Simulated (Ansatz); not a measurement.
`[SiH3][BH][GaH2]` + `BO` → `BOB[SiH3]` + `[GaH3]`  (cleavage of the B–Ga bond)

Isolated molecules relaxed with PBE0-D4/def2-TZVP in Ansatz; ΔE leaves out vibrations. CCSD(T)/CBS is the MP2 limit (def2-TZVPP, def2-QZVPP) plus CCSD(T) − MP2 in def2-TZVPP, frozen cores. This one scheme is used for every species. DFT in def2-TZVPP. For Ga outer-core shells are correlated without core-valence functions, which leaves a few kJ/mol of doubt a bond. Scalar relativity is left out up to krypton. Each species was taken in one conformer, which may not be the lowest.

(1) Is it downhill or uphill in electronic energy at CCSD(T)/CBS, and by how much? (Estimate.)

(2) What do these levels give: revPBE-D4, CAM-B3LYP-D4, revPBE, MP2/def2-QZVPP, SCS-MP2/def2-QZVPP, CCSD/CBS(def2)? (Best estimate.)

Largest T1 diagnostic among the species: 0.015.

Results:

(1) Computed: Downhill: ΔE = -23.3 kcal/mol.

(2) Ansatz gave: revPBE-D4 -20.6, CAM-B3LYP-D4 -26.5, revPBE -20.2, MP2/def2-QZVPP -24.9, SCS-MP2/def2-QZVPP -26.0, CCSD/CBS(def2) -23.8 kcal/mol.

Leaving LDA and LC-ωPBE aside and taking each functional with its dispersion term where it has one, the values, not all of them listed here, spread over 6.1 kcal/mol, from BHLYP-D4 to PBE-D4. LDA lies −1.2 kcal/mol from PBE without D4. In def2-TZVPP, CCSD(T) changes the Hartree–Fock value by +6.3 kcal/mol (the triples alone add +0.5 kcal/mol) and MP2 by +5.2 kcal/mol. At CCSD(T), def2-SVP lies −4.0 kcal/mol from the extrapolated value and def2-TZVPP −0.9 kcal/mol.
